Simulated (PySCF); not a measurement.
Spinor energies of Zn⁸⁺ (zinc, charge +8)

Start: [Ar] 3d4; 3d3/2 filled at m_j = -3/2, -1/2, +1/2, +3/2. Calculated with PySCF 2.14 in an uncontracted even-tempered set (18 s from 0.43 bohr⁻², ratio 2.8; 12 p from 0.56 bohr⁻², ratio 2.8; 8 d from 0.56 bohr⁻², ratio 2.8; 4 f from 2.4 bohr⁻², ratio 3): generalised Hartree-Fock with the X2C-1e Hamiltonian and a Gaussian nucleus; one run each with spin-orbit coupling (SO) switched off, then screened by Boettger's factors.

| spinor shell | electrons | ε, spin-free (eV) | ε, screened SO (eV) | weight of nominal j (screened SO) | rms radius, screened SO (bohr) |
| --- | --- | --- | --- | --- | --- |
| 1s1/2 | 2 | -9928.0 | -9927.8 | 1.000 | 0.0580 |
| 2s1/2 | 2 | -1435.6 | -1435.5 | 1.000 | 0.244 |
| 2p1/2 | 2 | -1266.7 | -1284.3 | 0.980 | 0.217 |
| 2p3/2 | 4 | -1266.7 | -1258.1 | 0.990 | 0.220 |
| 3s1/2 | 2 | -337.91 | -337.88 | 1.000 | 0.686 |
| 3p1/2 | 2 | -282.20 | -285.27 | 0.636 | 0.701 |
| 3p3/2 | 4 | -282.20 | -280.69 | 0.818 | 0.706 |
| 3d3/2 | 4 | -206.83 | -206.87 | 0.535 | 0.704 |

| quantity | spin-free | screened SO |
| --- | --- | --- |
| E (hartree) | -1771.63393 | -1771.69678 |
| M_J | 0 | 0 |
| ⟨J²⟩ | 4.004 | 3.775 |
| ⟨L²⟩ | 6.003 | 5.982 |
| ⟨S²⟩ | 6.001 | 5.979 |

The determinant has a definite M_J but mixes levels of different J.

Each row is a mean over spinors that exchange with the open shell spreads, by up to 20.879 eV (3p3/2).

Rows whose weight is well below 1 are mixtures of j = l ± 1/2: exchange outweighs spin-orbit coupling there, and the label is only the starting occupation.

Without spin-orbit coupling the j labels of p, d and f shells carry no meaning; the spin-free column gives the mean over the occupied spinors of each nl shell, and its ⟨J²⟩ belongs to a mixture of degenerate components.
